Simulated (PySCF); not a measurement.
An unknown is described by computed data only.

Formula: C7H4FNO.

- Polarisability: 78.9 au [CAM-B3LYP/def2-SVPD]
- UV, strongest line: among the 8 lowest singlet transitions: S6 at 6.98 eV (178 nm, f = 0.035) [TDDFT CAM-B3LYP/def2-SVPD]
- Rotational structure: rotational constants A, B, C: 2.292, 1.224, 0.999 GHz [GFN2-xTB]
- NMR, other nuclei: isotropic shieldings of nuclei other than C and H, by class: -51 (1 N), -319 (1 O), 362 (1 F) ppm [GIAO PBE0/pcSseg-1]
- Dipole: 4.14 D [CAM-B3LYP/def2-SVPD]
- UV, first state: lowest singlet excitation: 3.95 eV (314 nm, f = 0.004) [TDDFT CAM-B3LYP/def2-SVPD]
- 1H NMR: chemical shifts (computed TMS as zero) by class: 6.83 (1 H), 6.40 (1 H), 5.46 (1 H), 3.56 (1 H) ppm [GIAO PBE0/pcSseg-1]
- 13C NMR: chemical shifts (computed TMS as zero) by class: 197.7 (1 C), 152.2 (1 C), 142.7 (1 C), 117.4 (1 C), 96.2 (1 C), 57.0 (1 C), 48.1 (1 C) ppm [GIAO PBE0/pcSseg-1]

Gas-phase values; electronic properties from PySCF, density fitting. Levels stand in brackets. Geometry: GFN2-xTB; no solvent, vibrations or thermal averaging. Each NMR value is the plain mean over a class of atoms that symmetry, rotation or inversion makes alike.

**Question.** Give a SMILES that accounts for the data.

**Answer.** Numbering: `[N:1]#[C:2][C@@:3]12[CH:4]=[CH:5][C@@H:6]1[C@H:7]([F:8])[C:9]2=[O:10]`. Its formula, C7H4FNO, gives 6 degrees of unsaturation: 2 rings and 4 π bonds in the structure found. 7 carbons fall into 7 classes; from least to most shielded: ketone carbonyl carbon [C9] (197.7 ppm), alkene CH carbon [C5] (152.2 ppm), alkene CH carbon [C4] (142.7 ppm), nitrile carbon [C2] (117.4 ppm), sp3 C–F carbon [C7] (96.2 ppm), sp3 carbon at a ring junction [C3] (57.0 ppm), sp3 carbon at a ring junction [C6] (48.1 ppm). Hydrogen classes from least to most shielded: 1 H on an alkene CH carbon, C5 (6.83 ppm), 1 H on an alkene CH carbon, C4 (6.40 ppm), 1 H on an sp3 C–F carbon, C7 (5.46 ppm), 1 H on an sp3 carbon at a ring junction, C6 (3.56 ppm). The other shieldings belong to: -51 ppm, nitrile nitrogen [N1]; -319 ppm, ketone oxygen [O10]; 362 ppm, alkyl fluorine [F8]. S1 is mainly HOMO→LUMO (weight 0.85); the largest Löwdin shares of the orbital it empties are 0.30 on the ketone oxygen, 0.12 on an alkene CH carbon, 0.11 on an sp3 carbon at a ring junction and 0.10 on the ketone carbonyl carbon, of the orbital it fills 0.30 on the ketone carbonyl carbon, 0.28 on the ketone oxygen, 0.09 on an alkene CH carbon and 0.07 on the sp3 C–F carbon. The optimised geometry has point group C1 and is an asymmetric top. Structure: `N#C[C@@]12C=C[C@@H]1[C@H](F)C2=O`. Computed isomers that give other values at the same levels: `O=C=Nc1ccc(F)cc1` (rotational constant A: 5.338 GHz; this holds for the one conformer computed); `O=C=Nc1cccc(F)c1` (rotational constant A: 3.605 GHz; this holds for the one conformer computed); `O=C=Nc1ccccc1F` (rotational constant A: 3.137 GHz; this holds for the one conformer computed). The assignments are read from this structure; whether some other isomer fits the data as well wasn't checked. The mirror image fits equally.
